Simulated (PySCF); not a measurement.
**Cr+: ionisation energy**

Cr+ [Ar] 3d5 (6S) → Cr(2+) [Ar] 3d4 (5D), as a difference of total energies. Computed with PySCF 2.14 in aug-cc-pVDZ, with the non-relativistic Hamiltonian (point nucleus). Correlated levels: valence: [Ar] frozen. The calculations carry no spin-orbit coupling.

```tsv
method	ionisation energy (eV)	difference from reference (eV)
UHF	15.186	-1.300
B3LYP	16.911	+0.425
M06-L	16.442	-0.044
MP2 (valence)	16.111	-0.375
SCS-MP2 (valence)	15.494	-0.992
```

Reference: 16.486 eV (measured; NIST Atomic Spectra Database, ionization energies).

These non-relativistic numbers lack the scalar-relativistic shift.

The reference lies between the lowest fine-structure levels, while these numbers refer to the centres of the terms.

Errors of the correlated levels include the incompleteness of this basis and the frozen core.
